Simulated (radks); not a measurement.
Problem. The table gives one normalised radial function P(r) = r R(r) of Au+ in [Kr] 4d10 4f14 5s1 5p6 5d10 6d1 (r in bohr). Calculated with a radial shooting solver on a logarithmic mesh with Libxc functionals: scalar-relativistic Kohn-Sham, PBEsol, spin-polarised, spherical densities, finite nucleus; open shells are filled with parallel spins first (spin-orbit coupling, left out, can overturn this in heavy ions); Fermi nuclear charge, rms radius 5.4371 fm.

| r | P |
|---|---|
| 0.00276 | 0.0000 |
| 0.003831 | 0.0000 |
| 0.005318 | 0.0000 |
| 0.007324 | 0.0000 |
| 0.01017 | 0.0001 |
| 0.01411 | 0.0005 |
| 0.01959 | 0.0015 |
| 0.0272 | 0.0049 |
| 0.03776 | 0.0147 |
| 0.05241 | 0.0414 |
| 0.07218 | 0.1056 |
| 0.1002 | 0.2483 |
| 0.1391 | 0.5114 |
| 0.1931 | 0.8933 |
| 0.2681 | 1.2798 |
| 0.3721 | 1.4573 |
| 0.5166 | 1.2891 |
| 0.7114 | 0.8812 |
| 0.9875 | 0.4428 |
| 1.371 | 0.1560 |
| 1.903 | 0.0358 |
| 2.642 | 0.0047 |
| 3.667 | 0.0003 |
| 5.091 | 0.0000 |
| 7.011 | 0.0000 |
| 9.732 | 0.0000 |
| 13.51 | 0.0000 |
| 18.75 | 0.0000 |

Which n and l does it have? It may be an empty orbital.

Solution. n = 4, l = 3: the number of nodes gives n - l - 1 = 0, the rise at small r (about r^(l+1), flatter next to the nucleus through relativity) gives l, and the extent must fit the shell. The curve is that of 4f down; the table hardly tells the two spins apart. 4f down: eigenvalue -101.64 eV, 0 radial nodes, <r> = 0.497 bohr, 90 % of the charge inside 0.796 bohr.
